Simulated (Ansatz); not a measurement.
```yaml
crystal:
  periodic: [false, false, false]
  atoms:
    - {symbol: C, position_ang: [-0.475536, 1.528132, -1.333254]}
    - {symbol: B, position_ang: [-0.314300, 0.635271, -0.069412]}
    - {symbol: O, position_ang: [0.288501, -0.559653, -0.035456]}
    - {symbol: Si, position_ang: [0.484870, -1.526507, 1.309469]}
    - {symbol: H, position_ang: [0.090675, 2.455253, -1.196307]}
    - {symbol: H, position_ang: [-0.124632, 1.032154, -2.244814]}
    - {symbol: H, position_ang: [-1.518117, 1.829688, -1.464349]}
    - {symbol: H, position_ang: [1.211385, -2.729848, 0.843767]}
    - {symbol: H, position_ang: [-0.839230, -1.904815, 1.857638]}
    - {symbol: D, position_ang: [1.279585, -0.810774, 2.335617]}
basis:
  gaussian: {orbitals: STO-3G, fitting: {mean_field: cc-pVTZ-jkfit}}
magnetization: {spin_polarized: true, initial_magnetization: 1}
hamiltonian: {xc: {name: r2SCANh}}
output: {forces: true}
```

```sh
$ ansatz run in.yaml --threads 4 --pin off --events-out ev --progress --plain --max-ram 10444MiB
```

Shortened log:

```
Error: YAML parse error: error: line 13 column 16: `D` is not an element symbol (H … Og, case-exact)
11 |     - {symbol: H, position_ang: [1.211385, -2.729848, 0.843767]}
12 |     - {symbol: H, position_ang: [-0.839230, -1.904815, 1.857638]}
13 |     - {symbol: D, position_ang: [1.279585, -0.810774, 2.335617]}
14 | basis:
15 |   gaussian: {orbitals: STO-3G, fitting: {mean_field: cc-pVTZ-jkfit}}
```

What is wrong with this run?

An element symbol is wrong. The program refused the input.
